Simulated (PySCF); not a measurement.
## Spin-state energies of [CoF6]4-

[CoF6]4-: Co(II) (d7), charge -4. The structure is a PBE0-D3(BJ)/def2-SVP, IEF-PCM water geometry optimised for multiplicity 4; coordination octahedral, point group D4h, metal–donor distances 2.06–2.20 Å.

```
7

Co    0.000    0.000    0.000
F     2.064    0.000    0.000
F    -2.064    0.000    0.000
F     0.000    2.064    0.000
F     0.000   -2.064    0.000
F     0.000    0.000    2.197
F     0.000    0.000   -2.197
```

Method (PySCF 2.14, density fitting): CASSCF(7,5) with orbitals averaged over all microstates of the shell, strongly contracted NEVPT2 on the averaged canonical orbitals; basis x2c-TZVPall on the metal, x2c-SVPall elsewhere; spin-free X2C; IEF-PCM water; spin-orbit coupling by state interaction with the mean-field operator over all roots.

The unrestricted Kohn–Sham energies use the same basis, Hamiltonian, solvent and geometry. All energies are vertical, in cm⁻¹ above the lowest state with 2S+1 = 4; a negative value means that the lower spin is more stable.

```csv
method,2S+1 = 2
BP86,6452
TPSSh,8317
B3LYP,8549
PBE0,10674
```

(1) What do CASSCF and NEVPT2 in the d shell give?

(2) How does exact exchange act on the 2S+1 = 2 state?

The functionals differ in more than their exact exchange.

The active space of the d orbitals alone lacks metal–ligand bonding pairs, which usually tilts NEVPT2 towards high spin.

No frequencies were computed for the optimised geometry.

Answers

(1) 
| method | 2S+1 = 2 |
| --- | --- |
| CASSCF | 15787 |
| NEVPT2 | 12652 |

(2) From BP86 (0 % exact exchange) to PBE0 (25 %) it moves by +4222 cm⁻¹ against the high-spin state, so more exact exchange favours high spin, the usual trend.
